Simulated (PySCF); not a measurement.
Structure elucidation problem

Molecular formula: C4H5F3O2Si. Simulated spectra:

¹H NMR (400 MHz, computed): δ 10.35 (s, 1H), 6.76 (m, 1H), 5.30 (s, 2H), 2.27 (br s, 1H).

¹³C{¹H} NMR (computed): δ 199.7, 168.2, 142.2, 133.4.

- shieldings: GIAO PBE0/pcSseg-1
- structure optimised with GFN2-xTB
- program: PySCF
- in vacuum, one conformer, relativity neglected, equivalent nuclei averaged

δ = σ(ref) − σ, references computed at the same level: ¹H and ¹³C against TMS.

What is the structure?

## Answers


1. Rings plus π bonds: 2 (no ring in the answer).
2. 4 carbon signals for 4 carbons: no two carbons are equivalent.
3. Carbon types of the structure: 2 × C, 2 × CH, leaving 3 H on heteroatoms.
4. δC 199.7: aldehyde carbonyl carbon; the double bond to the heteroatom, with no lone-pair donor beside it, deshields it most.
5. δC 168.2: α carbon of a C=C–C=O unit.
6. δC 142.2: β carbon of a C=C–C=O unit; conjugation with the carbonyl draws π density from the β position.
7. δC 133.4: CF3 carbon; 3 electronegative neighbours deshield it.
8. δH 10.35: hydrogen on an aldehyde carbonyl carbon; deshielded by the polar, anisotropic C=O bond.
9. δH 6.76: hydrogen on a β carbon of a C=C–C=O unit; a vinylic proton, deshielded by the sp2 carbon and the C=C anisotropy.
10. δH 2.27: hydrogen on an oxygen bonded to Si; labile proton, position sensitive to the medium.

Structure: SMILES O=C/C(=C/C(F)(F)F)[SiH2]O.

The shifts were computed for this structure.

Exchangeable OH/NH protons stand at their gas-phase positions; hydrogen bonding in a real sample shifts them, mostly to higher δ. Splittings by ¹⁹F in the carbon and heteronuclear signals aren't shown, as no couplings were computed. Shifts are as computed. Against solution values, carbons near 30 ppm lie about +3 ppm off and those near 130 ppm about +5 ppm. Of 1211 compounds with measured shifts, 218 miss one by over three times the rms of a fit or turn the order of signals round; such compounds aren't used in these exercises. No couplings were computed; multiplicities are counted from neighbouring protons, with m where these are inequivalent, close in shift, in a saturated or five-membered ring or joined by F or P, and br s for small geminal =CH2 splittings.
